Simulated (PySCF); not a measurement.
Compound: C8H13FSi.
SMILES with atom numbers: `[CH2:1]=[C:2]([CH3:3])[C@@H:4]1[SiH2:5]/[C:6](=[CH:7]\[CH3:8])[C@H:9]1[F:10]`

Cartesian coordinates in Å at the GFN2-xTB level; atoms count from 1:
```
atom  x, y, z in Å
C1    -3.1250    1.3814   -0.2193
C2    -2.1698    0.5364    0.1453
C3    -2.4964   -0.7882    0.7701
C4    -0.7327    0.8378   -0.0948
Si5    0.2705   -0.1944   -1.3903
C6     1.3658   -0.1320    0.1431
C7     2.6334   -0.3439    0.4638
C8     3.6484   -0.9075   -0.4679
C9     0.2857    0.4811    1.0047
F10    0.7077    1.5839    1.7236
H11   -4.1688    1.1504   -0.0900
H12   -2.9013    2.3385   -0.6589
H13   -2.3341   -0.7506    1.8475
H14   -1.8654   -1.5757    0.3613
H15   -3.5391   -1.0443    0.5997
H16   -0.6232    1.9020   -0.3153
H17   -0.2846   -1.5056   -1.7247
H18    0.6990    0.5243   -2.5873
H19    2.9893   -0.0968    1.4586
H20    4.0870   -1.8106   -0.0440
H21    3.1950   -1.1444   -1.4280
H22    4.4561   -0.1921   -0.6210
H23   -0.1024   -0.2226    1.7478
```

NICS is the negative of the GIAO shielding at a point without a nucleus: at the ring centre (0) and 1 Å above and below it (1); zz is the component along the ring normal. Level: GIAO PBE0/pcSseg-1 (PySCF, non-relativistic, gas phase) on the GFN2-xTB geometry, one conformer.

Ring bond lengths (Å), with Mayer bond orders in brackets: C4–Si5 1.937 (0.86), Si5–C6 1.885 (0.88), C6–C9 1.512 (0.99), C9–C4 1.541 (0.96).

**Question.** What do the NICS probes read (ppm)?

**Answer.** 
```tsv
ring	type	NICS(0)	NICS(1), two faces	NICS(1)zz, two faces	rms pucker (Å)	centre to ring atoms, mean (Å)
C4–Si5–C6–C9	4-membered ring with Si; formal bonds all single	-0.7	-2.2 / -2.6	2.9 / 0.6	0.07	1.21
```

**Question.** What do they say, and how far can they be read as aromaticity?

**Answer.** 
- C4–Si5–C6–C9: mean NICS(1)zz 1.7 ppm, near zero. C4, Si5, C9 have four or more neighbours, and the NICS criterion for π rings isn't applied.

**Question.** At the second NICS(1) probe listed for ring C4–Si5–C6–C9, 1 Å off the ring, what do the in-plane components average?

**Answer.** The isotropic value is a third of the trace: (3 × -2.6 − (0.6))/2 = -4.2 ppm.
